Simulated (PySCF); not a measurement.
C2H6ClSn, charge +1. Atoms are numbered in the order given.

```xyz
10

Sn    -0.2211     0.1007    -0.1530
C     -1.7685    -1.3653    -0.3591
H     -1.3400    -2.2019    -0.9319
H     -2.6289    -0.9219    -0.8772
H     -2.0300    -1.7000     0.6558
C      0.1182     2.1090    -0.8151
H      0.7440     2.0423    -1.7191
H      0.6612     2.6297    -0.0139
H     -0.8455     2.5849    -1.0408
Cl     1.5526    -0.7018     1.0953
```
Charge +1, spin multiplicity 1.

Geometry: B3LYP-D3(BJ)/def2-SVP. The spin state was assumed, not searched. The isomer is the one that the SMILES or the coordinates give; other isomers of the formula were not compared. The def2 effective core potentials stand for the cores of Sn; spin–orbit coupling is left out.

Computed with TDA-PBE/def2-SVPD (PySCF).

Vertical excitations. Gas-phase values at a fixed geometry.

Computed excitation energies, oscillator strengths and character:
```csv
state,energy (eV),λ (nm),f,main pairs
S1,3.71,334,0.000,HOMO→LUMO 100 %
S2,4.81,258,0.039,HOMO−1→LUMO 90 %
S3,4.94,251,0.001,HOMO−2→LUMO 98 %
S4,4.97,250,0.035,HOMO→LUMO+1 86 %
S5,5.25,236,0.000,"HOMO−3→LUMO 78 %, HOMO−1→LUMO+1 22 %"
S6,5.30,234,0.011,"HOMO−1→LUMO+1 78 %, HOMO−3→LUMO 21 %"
S7,6.49,191,0.050,"HOMO−2→LUMO+1 40 %, HOMO−4→LUMO 36 %, HOMO→LUMO+2 17 %"
S8,6.71,185,0.000,"HOMO−5→LUMO 78 %, HOMO→LUMO+2 13 %"
S9,6.74,184,0.001,"HOMO→LUMO+2 59 %, HOMO−5→LUMO 21 %, HOMO−4→LUMO 18 %"
S10,6.89,180,0.121,"HOMO−3→LUMO+1 52 %, HOMO−6→LUMO 31 %"
T1,3.54,350,0,HOMO→LUMO 100 %
T2,3.93,316,0,HOMO−1→LUMO 100 %
T3,4.29,289,0,HOMO→LUMO+1 96 %
T4,4.61,269,0,HOMO−2→LUMO 100 %
```
Triplets are in the Tamm–Dancoff approximation.
